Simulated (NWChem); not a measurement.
System: C4H4ClF; SMILES CC(=C=CF)Cl

Input file for NWChem:

```
start job
memory heap 200 mb stack 900 mb global 1100 mb
geometry units angstroms noautoz
  C     -1.744234     1.190708     0.153415
  C     -0.387199     0.578883    -0.031664
  Cl     0.937334     1.751620     0.059954
  C     -0.116751    -0.694182    -0.245989
  C      0.131815    -1.960270    -0.514553
  F      0.351497    -2.896648     0.432063
  H     -2.532872     0.417396     0.097521
  H     -1.802311     1.701046     1.136741
  H     -1.927531     1.958397    -0.626427
  H      0.183254    -2.379788    -1.535686
end
basis spherical
  * library 6-31g*
end
dft
  xc b3lyp
  iterations 150
  mulliken
end
task dft energy
```

Excerpt of the output:

```
             Northwest Computational Chemistry Package (NWChem) 7.3.0
             --------------------------------------------------------

 C1  symmetry detected

                             Geometry "geometry" -> ""
                             -------------------------

 Output coordinates in angstroms (scale by  1.889725989 to convert to a.u.)

  No.       Tag          Charge          X              Y              Z
 ---- ---------------- ---------- -------------- -------------- --------------
    1 C                    6.0000    -1.75113809     1.18829757     0.14434405
    2 C                    6.0000    -0.39332345     0.57686830    -0.03627074
    3 Cl                  17.0000     0.93039230     1.75038954     0.05710002
    4 C                    6.0000    -0.12169266    -0.69637721    -0.24801209
    5 C                    6.0000     0.12819527    -1.96273620    -0.51405991
    6 F                    9.0000     0.34584668    -2.89761397     0.43450595
    7 H                    1.0000    -2.53924937     0.41451674     0.08751684
    8 H                    1.0000    -1.81204659     1.70005149     1.12676245
    9 H                    1.0000    -1.93276043     1.95474952    -0.63710491
   10 H                    1.0000     0.18252080    -2.38372905    -1.53443616

 Effective nuclear repulsion energy (a.u.)     252.0157462303

                                 NWChem DFT Module
                                 -----------------

 Summary of "ao basis" -> "ao basis" (spherical)
 ------------------------------------------------------------------------------
       Tag                 Description            Shells   Functions and Types
 ---------------- ------------------------------  ------  ---------------------
 C                           6-31g*                  6       14   3s2p1d
 Cl                          6-31g*                  8       18   4s3p1d
 F                           6-31g*                  6       14   3s2p1d
 H                           6-31g*                  2        2   2s

            General Information
            -------------------
          SCF calculation type: DFT
          Wavefunction type:  closed shell.
          No. of atoms     :    10
          No. of electrons :    54
           Alpha electrons :    27
            Beta electrons :    27
          Charge           :     0
          Spin multiplicity:     1
          Use of symmetry is: off; symmetry adaption is: off
          Maximum number of iterations: 150
          AO basis - number of functions:    96
                     number of shells:    46
          Convergence on energy requested:  1.00D-06
          Convergence on density requested:  1.00D-05
          Convergence on gradient requested:  5.00D-04

              XC Information
              --------------
                         B3LYP Method XC Potential
                     Hartree-Fock (Exact) Exchange  0.200
                        Slater Exchange Functional  0.800 local
                    Becke 1988 Exchange Functional  0.720 non-local
              Lee-Yang-Parr Correlation Functional  0.810
                  VWN I RPA Correlation Functional  0.190 local

             Grid Information
             ----------------
          Grid used for XC integration:  medium
          Radial quadrature: Mura-Knowles
          Angular quadrature: Lebedev.
          Tag              B.-S. Rad. Rad. Pts. Rad. Cut. Ang. Pts.
          ---              ---------- --------- --------- ---------
          C                   0.70       49          11.0       434
          Cl                  1.00       88          11.0       590
          F                   0.50       49          13.0       434
          H                   0.35       45          12.0       434
          Grid pruning is: on
          Number of quadrature shells:   513
          Spatial weights used:  Erf1

      Superposition of Atomic Density Guess
      -------------------------------------

 Sum of atomic energies:        -711.45686149

      Non-variational initial energy
      ------------------------------

 Total energy =    -714.144991
 1-e energy   =   -1479.607493
 2-e energy   =     513.446755
 HOMO         =      -0.267247
 LUMO         =       0.023010

     ---------------------------------------------
      Total Density - Mulliken Population Analysis
     ---------------------------------------------

    Atom       Charge   Shell Charges
 -----------   ------   -------------------------------------------------------
    1 C    6     6.64   2.00  0.72  2.01  0.68  1.21  0.03
    2 C    6     5.85   2.00  0.69  1.59  0.53  1.00  0.05
    3 Cl  17    17.17   2.00  2.00  5.98  1.39  3.63  0.53  1.63  0.02
    4 C    6     6.13   2.00  0.75  2.00  0.50  0.86  0.02
    5 C    6     5.65   2.00  0.68  1.59  0.54  0.78  0.07
    6 F    9     9.45   2.00  0.95  3.39  1.00  2.10  0.01
    7 H    1     0.76   0.46  0.31
    8 H    1     0.76   0.46  0.31
    9 H    1     0.76   0.46  0.31
   10 H    1     0.81   0.46  0.35

   convergence    iter        energy       DeltaE   RMS-Dens  Diis-err
 ---------------- ----- ----------------- --------- --------- ---------
 d= 0,ls=0.0,diis     1   -714.6781570837 -9.67D+02  1.87D-02  8.87D-01
 d= 0,ls=0.0,diis     2   -714.6322450536  4.59D-02  1.15D-02  1.41D+00
 d= 0,ls=0.0,diis     3   -714.7802793180 -1.48D-01  2.50D-03  6.08D-02
 d= 0,ls=0.0,diis     4   -714.7842499269 -3.97D-03  1.34D-03  2.01D-02
 d= 0,ls=0.0,diis     5   -714.7869368335 -2.69D-03  3.55D-04  1.47D-03
  Resetting Diis
 d= 0,ls=0.0,diis     6   -714.7871145486 -1.78D-04  1.21D-04  6.23D-05
 d= 0,ls=0.0,diis     7   -714.7871220111 -7.46D-06  6.73D-05  8.77D-06
 d= 0,ls=0.0,diis     8   -714.7871198362  2.17D-06  4.25D-05  2.51D-05
 d= 0,ls=0.0,diis     9   -714.7871231498 -3.31D-06  5.05D-06  3.03D-07
 d= 0,ls=0.0,diis    10   -714.7871231902 -4.04D-08  1.04D-06  8.30D-09

         Total DFT energy =     -714.787123190234
      One electron energy =    -1482.819150390337
           Coulomb energy =      577.886430240638
    Exchange-Corr. energy =      -61.870149270865
 Nuclear repulsion energy =      252.015746230330

 Numeric. integr. density =       54.000001895645

                       DFT Final Molecular Orbital Analysis
                       ------------------------------------

 Vector   25  Occ=2.000000D+00  E=-3.163986D-01
              MO Center=  6.9D-01,  1.6D+00,  5.0D-02, r^2= 2.0D+00
   Bfn.  Coefficient  Atom+Function         Bfn.  Coefficient  Atom+Function
  ----- ------------  ---------------      ----- ------------  ---------------
    35      0.527688   3 Cl px               36     -0.449881   3 Cl py
    39      0.279541   3 Cl px               40     -0.245406   3 Cl py
    31     -0.205172   3 Cl px               32      0.175498   3 Cl py
     3      0.157092   1 C  px                6      0.134707   1 C  s
    52     -0.107426   4 C  s                37     -0.105589   3 Cl pz

 Vector   26  Occ=2.000000D+00  E=-2.663546D-01
              MO Center=  6.6D-02, -1.1D+00, -2.2D-01, r^2= 2.8D+00
   Bfn.  Coefficient  Atom+Function         Bfn.  Coefficient  Atom+Function
  ----- ------------  ---------------      ----- ------------  ---------------
    49      0.383591   4 C  px               63      0.362074   5 C  px
    77     -0.274009   6 F  px               53      0.263475   4 C  px
    36      0.239074   3 Cl py               81     -0.216265   6 F  px
    67      0.207820   5 C  px               40      0.118416   3 Cl py
    32     -0.091211   3 Cl py               54      0.082301   4 C  py

 Vector   27  Occ=2.000000D+00  E=-2.648719D-01
              MO Center=  5.6D-02,  3.0D-01, -1.1D-01, r^2= 3.1D+00
   Bfn.  Coefficient  Atom+Function         Bfn.  Coefficient  Atom+Function
  ----- ------------  ---------------      ----- ------------  ---------------
    37      0.409922   3 Cl pz               51     -0.375238   4 C  pz
    19     -0.309387   2 C  pz               41      0.248049   3 Cl pz
    55     -0.242147   4 C  pz               23     -0.196354   2 C  pz
    33     -0.157894   3 Cl pz               94     -0.107000   9 H  s
    92      0.099059   8 H  s                54      0.092232   4 C  py

 Vector   28  Occ=0.000000D+00  E=-2.217926D-02
              MO Center= -1.5D-01, -2.8D-01, -1.2D-01, r^2= 3.3D+00
   Bfn.  Coefficient  Atom+Function         Bfn.  Coefficient  Atom+Function
  ----- ------------  ---------------      ----- ------------  ---------------
    23      0.486715   2 C  pz               19      0.422533   2 C  pz
    51     -0.354283   4 C  pz               55     -0.345507   4 C  pz
    54      0.263659   4 C  py               96     -0.257279  10 H  s
    92     -0.241287   8 H  s                80      0.210700   6 F  s
    68      0.203775   5 C  py               67     -0.185359   5 C  px

 Vector   29  Occ=0.000000D+00  E=-2.130368D-02
              MO Center=  1.0D-01, -2.8D-01, -2.4D-01, r^2= 4.2D+00
   Bfn.  Coefficient  Atom+Function         Bfn.  Coefficient  Atom+Function
  ----- ------------  ---------------      ----- ------------  ---------------
    20      0.411860   2 C  s                67     -0.380256   5 C  px
    63     -0.367159   5 C  px               39      0.350138   3 Cl px
    40      0.347553   3 Cl py               21      0.328702   2 C  px
    38     -0.329314   3 Cl s                49      0.291581   4 C  px
    53      0.277163   4 C  px               36      0.258431   3 Cl py

[...]
```

Level: B3LYP/6-31G* (spherical d). Geometry: optimised at PBE-D3(BJ)/def2-SVP.
